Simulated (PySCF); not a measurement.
Species: C2H4B2F2Si.
Atom-mapped SMILES: `[CH:1]#[C:2][B:3]([F:4])[BH:5][SiH2:6][F:7]` (hydrogens: H8 on C1; H9 on B5; H10, H11 on Si6)

Computed by this run: PBE0-D3(BJ)/def2-SVP geometry optimisation, gas phase in PySCF 2.14.0; density fitting, grid level 1; the optimiser is geomeTRIC in internal coordinates, started from a GFN2-xTB structure with every atom displaced at random (about 0.01 Å).

Geometry at step 0:
```
atom  x, y, z in Å
C1      2.8506   -0.5899   -0.5062
C2      1.9004   -0.4564    0.2516
B3      0.6953   -0.3113    1.1898
F4      1.0164    0.1425    2.4216
B5     -0.7784   -0.6773    0.6046
Si6    -1.8417    0.6848   -0.3220
F7     -1.0047    2.0703   -0.4657
H8      3.6614   -0.6516   -1.1735
H9     -1.2268   -1.7467    0.6767
H10    -2.1673    0.3902   -1.7096
H11    -3.0671    1.1196    0.3718
```

Question: Give the atomic forces at this geometry.

Answer: 
| atom | Fx (eV/Å) | Fy (eV/Å) | Fz (eV/Å) |
| --- | --- | --- | --- |
| C1 | -1.232 | 0.243 | 0.809 |
| C2 | 0.273 | -0.211 | -0.458 |
| B3 | 1.734 | 0.564 | 0.991 |
| F4 | -0.635 | -0.252 | -0.509 |
| B5 | -0.343 | 0.445 | 0.070 |
| Si6 | -0.020 | 0.958 | -0.203 |
| F7 | 0.515 | 0.418 | 0.157 |
| H8 | 0.828 | -0.141 | -0.617 |
| H9 | -0.436 | -1.185 | 0.064 |
| H10 | -0.261 | -0.565 | -0.675 |
| H11 | -0.423 | -0.274 | 0.372 |

The largest, 2.08 eV/Å, acts on B3; the rms over all components is 0.634 eV/Å. The forces sum to zero within rounding, as they must for an isolated molecule in no field.

Question: Give the force on B3 in Eh/bohr and in nN.

Answer: 2.076 eV/Å ÷ 51.422 = 0.04036 Eh/bohr, and 2.076 eV/Å × 1.602 = 3.33 nN.

Question: How far is this geometry from the end of the optimisation?

Answer: 0.220 eV above it, and 0.125 Å rms away after alignment. The bonds farthest from their final lengths, with half the difference of the two atoms' forces along the bond (positive lengthens):

| bond | now (Å) | final (Å) | force along bond (eV/Å) |
| --- | --- | --- | --- |
| B3–B5 | 1.627 | 1.680 | +1.12 |
| B5–H9 | 1.162 | 1.210 | +0.77 |
| B5–Si6 | 1.961 | 2.004 | +0.16 |
| Si6–H10 | 1.455 | 1.495 | +0.41 |
| C1–H8 | 1.052 | 1.076 | +1.26 |
| B3–F4 | 1.351 | 1.329 | -1.10 |

The angle farthest from its final value is C2–B3–F4, 113.7° against 120.3°.

Of the 6 listed bonds off by 0.010 Å or more, this force points towards the final length in 6.

The cost below is that of the whole optimisation. On Arm Neoverse V1, one thread, no GPU, shared host with 32 logical CPUs at a one-minute load of 17, this took 56 s and 0.50 GiB of memory at its peak.
